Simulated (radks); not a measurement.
Initial-state core-level shifts of the palladium ion Pd2+ when its valence configuration changes from [Kr] 4d8. Calculated with a radial shooting solver on a logarithmic mesh with Libxc functionals: scalar-relativistic Kohn-Sham, r2SCAN, spin-polarised, spherical densities, finite nucleus; open shells are filled with parallel spins first (spin-orbit coupling, left out, can overturn this in heavy ions); meta-GGA in the generalised Kohn-Sham scheme; Fermi nuclear charge, rms radius 4.5318 fm. Shifts are changes of the shell-averaged eigenvalues in eV (positive: less bound); the change of the density at the nucleus, which sets a Mossbauer isomer shift, is in e/bohr^3, on a base of 1.359e+05.

| valence | 1s | 2p | 3p | 3d | density at nucleus |
|---|---|---|---|---|---|
| 4d7 5s1 | -5.333 | -5.645 | -5.527 | -5.554 | +35.60 |
| 4d6 5s2 | -11.117 | -11.763 | -11.479 | -11.537 | +73.24 |
| 4d6 5s1.5 5p0.5 | -11.688 | -12.331 | -12.053 | -12.112 | +58.42 |
| 4d6 5p2 | -13.403 | -14.006 | -13.756 | -13.814 | +10.23 |
| 4d5 5p3 | -20.275 | -21.278 | -20.812 | -20.910 | +16.88 |
| 4d7.5 5p0.5 | -3.330 | -3.458 | -3.416 | -3.427 | +2.18 |
| 4d7 5s0.5 5p0.5 | -5.999 | -6.290 | -6.183 | -6.209 | +19.88 |
| 4d7 5p1 | -6.664 | -6.935 | -6.838 | -6.862 | +4.61 |
| 4d7.5 5s0.5 | -2.650 | -2.801 | -2.747 | -2.760 | +17.02 |
